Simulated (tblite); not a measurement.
Species: indan-5-carboxaldehyde, C10H10O.
Z-matrix (Å and degrees, GFN2-xTB geometry), rows numbered from 1:
```
O 
C   1  1.2059
C   2  1.4640  1  125.70
C   3  1.3965  2  119.83  1    -0.11
C   4  1.3833  3  120.81  2   179.82
C   5  1.3829  4  118.80  3    -0.26
C   6  1.3963  5  120.80  4     0.44
C   7  1.3762  6  120.62  5    -0.21
C   7  1.5004  6  110.43  5   179.07
C   9  1.5369  7  103.28  6    16.56
C   6  1.4980  5  128.80  4   179.68
H   2  1.1100  1  120.72  3  -179.91
H   4  1.0796  3  118.20  2    -0.07
H   5  1.0799  4  120.58  3   179.87
H   8  1.0811  3  120.02  2     0.06
H   9  1.0898  7  112.72  6   138.43
H   9  1.0937  7  109.40  6  -101.60
H  10  1.0909  9  109.36  7    91.56
H  10  1.0883  9  112.34  7  -148.33
H  11  1.0897  6  112.67  5    42.73
H  11  1.0937  6  109.39  5   -77.11
```

Computed values, GFN2-xTB/tblite, gas phase, harmonic and unscaled. Errors from tens to a few hundred cm⁻¹ against measured bands are possible. One conformer, not necessarily the lowest.

Harmonic wavenumbers (cm⁻¹): 74.0, 129.7, 144.8, 177.2, 218.8, 293.2, 360.7, 388.8, 393.3, 502.9, 539.7, 612.6, 633.5, 662.0, 762.4, 782.9, 820.2, 869.6, 879.3, 893.2, 921.4, 930.3, 952.7, 982.8, 1037.4, 1070.6, 1096.3, 1109.2, 1157.1, 1166.1, 1191.7, 1198.4, 1238.4, 1268.2, 1279.4, 1290.8, 1317.2, 1351.5, 1388.3, 1445.2, 1460.6, 1466.2, 1473.1, 1493.8, 1578.2, 1603.2, 1740.1, 2738.0, 2949.3, 2949.5, 2989.9, 3001.6, 3002.9, 3019.0, 3071.2, 3083.8, 3098.6.

A = 3208, B = 681.2, C = 570.2 MHz; mass 146.073 u (most abundant isotopes); point group C1, symmetry number 1.

Problem. What is the zero-point energy?

Solution. ½Σν̃ = 37125 cm⁻¹ = 444.12 kJ/mol.

Problem. What is S at 500 K and 1 bar for an ideal gas of classical rigid rotors and harmonic oscillators?

Solution. Translation 181.76, rotation 131.70, vibration 186.23: S = 499.7 J/(mol K).

Problem. And Cp and H(500 K) − H(0)?

Solution. Cp = 254.61 J/(mol K), of which vibrations give 221.35 (their classical limit is 57 R = 473.9); H(500 K) − H(0) = 68.88 kJ/mol without the zero-point energy, 52.25 from vibrations.

Problem. Blend soft modes into free rotors: weight 1/[1 + (100 cm⁻¹/ν̃)⁴] for the oscillator and the rest for a rotor with moment μB/(μ + B), μ = h/(8π²ν), B = 10⁻⁴⁴ kg m². What vibrational entropy results?

Solution. 179.98 J/(mol K) in place of 186.23, which changes −T·S at 500 K by +3.13 kJ/mol.

Problem. How do the functions run with temperature in this model?

Solution. 
| T (K) | S (J/(mol K)) | Cp (J/(mol K)) | H − H(0) (kJ/mol) | G − H(0) (kJ/mol) | ln q(vib) |
| --- | --- | --- | --- | --- | --- |
| 150 | 312.8 | 88.2 | 8.65 | -38.27 | 1.80 |
| 250 | 368.2 | 134.1 | 19.68 | -72.36 | 3.88 |
| 298.15 | 393.9 | 158.8 | 26.73 | -90.70 | 4.96 |
| 400 | 447.8 | 210.4 | 45.56 | -133.57 | 7.36 |
| 600 | 549.4 | 291.0 | 96.22 | -233.44 | 12.36 |
| 900 | 683.0 | 365.8 | 195.80 | -418.90 | 19.93 |

q(vib) and H(0) count from the zero-point level.

Hindered rotation and anharmonicity are outside this model. Other conformers, if any are populated, would add a mixing term that is left out. The structure is chiral; the term R ln 2 for an equal mix with its mirror image is left out.

On Intel Xeon at 2.50 GHz, one thread, no GPU, shared host, this took 2.8 s of wall time. The figure is for the frequency step alone.
